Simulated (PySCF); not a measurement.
A calculated (r2SCAN0, PySCF 2.14, x2c-TZVPPall with one added diffuse shell each of s, p, d type, the spin-free X2C one-electron Hamiltonian (Gaussian nucleus)) atom or ion has these occupied shells.

```json
{"shell": "1s", "electrons": "2", "orbital energy (eV)": "-10306.6", "rms radius, mean of both spins (bohr)": "0.0561"}
{"shell": "2s", "electrons": "2", "orbital energy (eV)": "-1299.0", "rms radius, mean of both spins (bohr)": "0.236"}
{"shell": "2p", "electrons": "6", "orbital energy (eV)": "-1129.6", "rms radius, mean of both spins (bohr)": "0.211"}
{"shell": "3s", "electrons": "2", "orbital energy (eV)": "-167.74", "rms radius, mean of both spins (bohr)": "0.699"}
{"shell": "3p", "electrons": "6", "orbital energy (eV)": "-115.63", "rms radius, mean of both spins (bohr)": "0.737"}
{"shell": "3d", "electrons": "10", "orbital energy (eV)": "-31.258", "rms radius, mean of both spins (bohr)": "0.912"}
{"shell": "4s", "electrons": "2", "orbital energy (eV)": "-17.435", "rms radius, mean of both spins (bohr)": "2.40"}
```

(1) Name the element and its charge.

Results:

(1) Ga⁺ (gallium, charge +1), in [Ar] 3d10 4s2, closed-shell 1S.
